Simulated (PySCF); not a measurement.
First SCF of a structure search on triplet Ca3, at a hand-made equilateral triangle geometry. PySCF input:

```python
from pyscf import gto, scf, dft
mol = gto.M(atom='''
Ca     0.000000     2.132500     0.000000
Ca     1.846800    -1.066300     0.000000
Ca    -1.846800    -1.066300     0.000000''',
    basis={'Ca': 'def2-TZVP'},
    charge=0, spin=2)
mf = dft.UKS(mol, xc='PBE0')
mf.grids.atom_grid = (50, 194)
aux = {'Ca': 'def2-universal-JKFIT'}
mf = mf.density_fit(auxbasis=aux)
mf.conv_tol = 1e-08
mf.diis_space = 10
mf.max_cycle = 60
mf.init_guess = 'minao'
mf.verbose = 4
mf.kernel()
```

Excerpt of the output (cycles alone):

```
init E= -2032.24240647552
cycle= 1 E= -2032.12394075797  delta_E= 0.118  |g|= 0.115  |ddm|= 1.38
cycle= 2 E= -2032.1192350402  delta_E= 0.00471  |g|= 0.156  |ddm|= 0.613
cycle= 3 E= -2032.13758733458  delta_E= -0.0184  |g|= 0.0138  |ddm|= 0.251
cycle= 4 E= -2032.13792068659  delta_E= -0.000333  |g|= 0.0116  |ddm|= 0.0766
cycle= 5 E= -2032.13818810809  delta_E= -0.000267  |g|= 0.00438  |ddm|= 0.0412
cycle= 6 E= -2032.13831367687  delta_E= -0.000126  |g|= 0.00248  |ddm|= 0.0288
cycle= 7 E= -2032.13840211895  delta_E= -8.84e-05  |g|= 0.0016  |ddm|= 0.0326
cycle= 8 E= -2032.13844357477  delta_E= -4.15e-05  |g|= 0.000785  |ddm|= 0.0271
cycle= 9 E= -2032.13845709984  delta_E= -1.35e-05  |g|= 0.000493  |ddm|= 0.0159
cycle= 10 E= -2032.13846338583  delta_E= -6.29e-06  |g|= 0.000276  |ddm|= 0.0117
cycle= 11 E= -2032.13846581233  delta_E= -2.43e-06  |g|= 0.000143  |ddm|= 0.00868
cycle= 12 E= -2032.13846628688  delta_E= -4.75e-07  |g|= 7.3e-05  |ddm|= 0.00383
cycle= 13 E= -2032.13846638345  delta_E= -9.66e-08  |g|= 4.01e-05  |ddm|= 0.00139
cycle= 14 E= -2032.13846641985  delta_E= -3.64e-08  |g|= 2.3e-05  |ddm|= 0.000862
cycle= 15 E= -2032.13846642858  delta_E= -8.73e-09  |g|= 1.4e-05  |ddm|= 0.000391
Extra cycle  E= -2032.13846642978  delta_E= -1.2e-09  |g|= 1.44e-05  |ddm|= 0.000107
converged SCF energy = -2032.13846642978  <S^2> = 2.1090061  2S+1 = 3.0718113
```

No lower solution of this spin was found from smeared starts or by a stability analysis within the unrestricted form.

The search for the lowest solution, 3 starts and the stability check together, took 13 s on 4 threads of a shared AMD EPYC 7R43 64-Core (Zen 3) host, with 108 basis functions.
